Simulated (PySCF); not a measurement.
Compound: C7H11OP.
Numbering: `[CH2:1]=[CH:2][P@:3]1(=[O:4])[CH2:5][CH:6]=[C:7]([CH3:8])[CH2:9]1` (hydrogens: H10, H11 on C1; H12 on C2; H13, H14 on C5; H15 on C6; H16, H17, H18 on C8; H19, H20 on C9)

The calculation used PBE0-D3(BJ)/def2-SVP geometry optimisation, gas phase in PySCF.

Question: Give the optimised bond lengths and angles.

Answer: 
```csv
bond,length (pm),order
C1=C2,133.4,double
C2–P3,180.8,single
P3=O4,149.6,double
P3–C5,184.3,single
C5–C6,149.9,single
C6=C7,134.6,double
C7–C8,149.2,single
C7–C9,150.7,single
P3–C9,184.2,single
C1–H10,109.5,single
C1–H11,109.4,single
C2–H12,109.6,single
C5–H13,110.1,single
C5–H14,110.5,single
C6–H15,109.5,single
"C8–H16, C8–H17, C8–H18",110.2,single
C9–H19,110.5,single
C9–H20,110.2,single
```

Bonds in one row agree within 1 pm and their mean is given. Orders are formal, as drawn. A selection of angles:
```csv
angle,degrees
C1–C2–P3,118.5
C2–P3–O4,113.3
C2–P3–C5,104.5
C2–P3–C9,104.7
O4–P3–C5,119.0
O4–P3–C9,118.9
C5–P3–C9,93.6
P3–C5–C6,103.1
C5–C6–C7,117.6
C6–C7–C8,125.1
C6–C7–C9,115.3
C8–C7–C9,119.5
P3–C9–C7,104.0
```

Torsions: C1–C2–P3–O4 1° (synperiplanar); C2–P3–C5–C6 -84° (synclinal); P3–C5–C6–C7 -17° (synperiplanar); C5–C6–C7–C8 -179° (antiperiplanar); C6–C7–C9–P3 17° (synperiplanar); C2–P3–C9–C7 84° (synclinal).

Of the pairs four or more bonds apart, O4···H10 is among the closest relative to their van der Waals radii: 2.56 Å, 94 % of the sum of Bondi's values. P3 (phosphoryl phosphorus) has angles from 93.6° to 119.0°. The C–P distances run from 1.808 Å (C2–P3, drawn single) to 1.843 Å (P3–C5, drawn single), a spread of 0.035 Å. The 5 C–C bonds span 1.334 Å (C1=C2, drawn double) to 1.507 Å (C7–C9, drawn single), a spread of 0.173 Å. The 5-membered ring P3–C5–C6–C7–C9 has internal angles of 93.6° to 117.6° (sum 534°, against 540° for a flat polygon); it is puckered, 0.13 Å rms from its mean plane, widest ring torsion 22°.

Point group: C1 (no symmetry element, even within 0.4 Å). Stationary, but not proved a minimum. One conformer, not necessarily the lowest.
